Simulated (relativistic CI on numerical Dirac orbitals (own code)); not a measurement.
## Hyperfine structure of Eu⁵³⁺, mass number 151

Computed by Dirac-Coulomb-Breit CI, KLI orbitals optimised for each configuration, QED by a radiative potential, unscaled Slater integrals (own radial code, finite nucleus).

Configurations in the expansion (outside the closed core 1s2): 2s²2p⁶, 2s²2p⁵3s, 2s²2p⁵3p, 2s²2p⁵3d, 2s2p⁶3s, 2s2p⁶3p, 2s2p⁶3d, 2s²2p⁵4s, 2s²2p⁵4p, 2s²2p⁵4d, 2s²2p⁵4f, 2s2p⁶4s, 2s²2p⁴3s², 2s2p⁶4p, 2s²2p⁴3s3p, 2s2p⁶4d. Levels of other configurations are missing.

Nuclear spin I = 5/2, μ = 3.4635 μN, Q = 0.903 b (tables of Stone and Pyykkö). The electronic factors are computed for point nuclear moments, without core polarisation or the Bohr-Weisskopf and QED corrections.

| Level | E (eV) | A (GHz) | B (GHz) |
| --- | --- | --- | --- |
| 2s²2p⁵3s ³P°2 | 5897.47 | 1558 | -837 |
| 2s²2p⁵3s ¹P°1 | 5904.33 | -232.3 | -408 |
| 2s²2p⁵3p ³D2 | 6015.99 | 837.1 | -838 |
| 2s²2p⁵3p ³D3 | 6192.47 | 423.2 | -604 |
| 2s²2p⁵3p ¹P1 | 6192.62 | 431.1 | 229 |
| 2s²2p⁵3p ³P2 | 6202.82 | 422.5 | -2.32 |
| 2s²2p⁵3d ³P°1 | 6329.89 | 335.2 | 290 |
| 2s²2p⁵3d ³F°3 | 6332.60 | 380.8 | -798 |

Levels with J = 0, under 50 % of one LS term, or S terms without an open s electron are left out. Small factors come from cancelling terms and can be off by tens of per cent or more.

At this charge energies of transitions that change n are usually good to better than 1 %, and those within a shell (Δn = 0) to a few per cent.

Question: Give the hyperfine levels of 2s²2p⁵3s ³P°2 relative to its centre of gravity.

Answer: With K = F(F + 1) − I(I + 1) − J(J + 1), E = AK/2 + B[¾K(K + 1) − I(I + 1)J(J + 1)]/[2I(2I − 1)J(2J − 1)]: F = 1/2: -11490, F = 3/2: -8779, F = 5/2: -4465, F = 7/2: 1135, F = 9/2: 7581 GHz.

LS names give the leading component of a level, which can be under half, so a name can repeat, a term be missing and a line seem to break the LS rules.
